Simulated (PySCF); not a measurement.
## Working with the constants of RbSb

UHF-CCSD(T) constants of RbSb, ³Σ⁻ (triplet), unpaired electrons π ↑↑ (Rb def2-SVP with ECP28, Sb def2-SVP with ECP28; scalar-relativistic core potentials (PySCF 2.14); masses 84.9118 and 120.9038 u):

* ωe: 103.9 cm⁻¹
* ωexe: 0.271 cm⁻¹
* Be: 0.027002 cm⁻¹
* αe: 9.31e-05 cm⁻¹
* De to Rb + Sb: 0.63 eV

(1) What force constant and bond length do these constants imply?

(2) Estimate the centrifugal constant D from the Kratzer relation and find the Dunham coefficient a1.

Correlated steps freeze 4 core orbitals. Correlated levels converge slowly with the basis: in double zeta they bind strong bonds too weakly, by up to about 1 eV, and carry superposition errors of some tenths. Spin–orbit coupling is left out, which matters for elements this heavy, above all for dissociation energies. The state is the lowest determinant that a PBE0 search found; another state may lie lower at other levels.

## Answers

(1) Reduced mass μred = 49.880 u; k = 5.8918×10⁻⁷·μred·ωe² (u, cm⁻¹, mdyn/Å) = 0.317 mdyn/Å; Re = √(16.8576/(μred·Be)) (u, cm⁻¹, Å) = 3.538 Å.

(2) D = 4Be³/ωe² = 7.29e-09 cm⁻¹; a1 = −1 − αeωe/(6Be²) = -3.21.
